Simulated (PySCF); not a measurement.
Input for PySCF: D3(BJ) and D4 dispersion corrections on CH3NO (SMILES NC=O).

```python
from pyscf import gto
from pyscf.dispersion import dftd3, dftd4

mol = gto.M(
    atom='''
    N    -1.09438581   -0.41701169    0.19488816
    C     0.17476864   -0.31409176   -0.25772230
    O     1.15684880   -0.19003412    0.44470138
    H    -1.26773666   -0.38533571    1.19083245
    H    -1.86450114   -0.51025516   -0.44307836
    H     0.24062549   -0.35618308   -1.36008606
    ''',
    basis='def2-svp',
    charge=0, spin=0, verbose=0, max_memory=1800)
d3, d4 = {}, {}
for xc in ['hf', 'pbe', 'blyp', 'revpbe', 'tpss', 'r2scan', 'b3lyp', 'pbe0', 'bhlyp', 'camb3lyp', 'b2plyp']:
    d3[xc] = float(dftd3.DFTD3Dispersion(mol, xc=xc, version='d3bj', atm=False).get_dispersion()['energy'])
    print(f'D3(BJ) {xc:10s} {d3[xc]:14.8f} Eh')
for xc in ['hf', 'pbe', 'blyp', 'revpbe', 'tpss', 'r2scan', 'b3lyp', 'pbe0', 'bhlyp', 'camb3lyp', 'b2plyp']:
    d4[xc] = float(dftd4.DFTD4Dispersion(mol, xc={'camb3lyp': 'cam-b3lyp'}.get(xc, xc), atm=True).get_dispersion()['energy'])
    print(f'D4     {xc:10s} {d4[xc]:14.8f} Eh')
```

The log:

```
D3(BJ) hf            -0.02563948 Eh
D3(BJ) pbe           -0.00257060 Eh
D3(BJ) blyp          -0.00534332 Eh
D3(BJ) revpbe        -0.00711853 Eh
D3(BJ) tpss          -0.00311578 Eh
D3(BJ) r2scan        -0.00063961 Eh
D3(BJ) b3lyp         -0.00430287 Eh
D3(BJ) pbe0          -0.00208160 Eh
D3(BJ) bhlyp         -0.00320018 Eh
D3(BJ) camb3lyp      -0.00171034 Eh
D3(BJ) b2plyp        -0.00185583 Eh
D4     hf            -0.00970143 Eh
D4     pbe           -0.00220276 Eh
D4     blyp          -0.00518566 Eh
D4     revpbe        -0.00888181 Eh
D4     tpss          -0.00300270 Eh
D4     r2scan        -0.00051713 Eh
D4     b3lyp         -0.00354102 Eh
D4     pbe0          -0.00179341 Eh
D4     bhlyp         -0.00229369 Eh
D4     camb3lyp      -0.00175301 Eh
D4     b2plyp        -0.00151649 Eh
```

The run finished.

Cost: about 0.04 core-seconds (a rough figure).
